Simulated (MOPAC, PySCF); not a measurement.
C$_{2}$H$_{7}$BO, SMILES `BOCC` (B–O–C–C torsion 115°), neutral singlet in the gas phase. 

Z-matrix (Å, degrees):
```
C
H 1 1.0937
H 1 1.0955 2 108.23
O 1 1.4213 2 106.97 3 117.94
B 4 1.3382 1 122.31 2 -124.80
H 5 1.1969 4 117.05 1 -179.28
H 5 1.2042 6 122.71 4 -179.96
C 1 1.5083 2 110.60 3 -122.02
H 8 1.0915 1 110.65 2 -61.21
H 8 1.0922 9 108.38 1 121.72
H 8 1.0924 9 108.43 10 117.38
```
Charge 0, spin multiplicity 1.

All levels are single points at this geometry (PBE0-D4/def2-TZVP); Pople sets use spherical d functions. Orbital energies aren't observables, and empty levels follow the basis.

```tsv
level	HOMO (eV)	LUMO (eV)	gap (eV)	dipole (D)	vertical IE, Delta-SCF (eV)
B3LYP-D3(BJ)/def2-TZVP in PySCF	-8.32	-0.56	7.76	1.79	10.92
PBE0-D4/def2-TZVP in PySCF	-8.52	-0.30	8.22	1.78	10.92
M06-2X/6-31G* in PySCF	-9.78	1.34	11.12	1.79	–
PBE/6-31G* in PySCF	-6.78	-0.77	6.01	1.90	10.36
HF/6-31G* in PySCF	-12.14	4.15	16.29	1.74	–
PM7 in MOPAC	-10.73	0.23	10.96	1.86	–
```
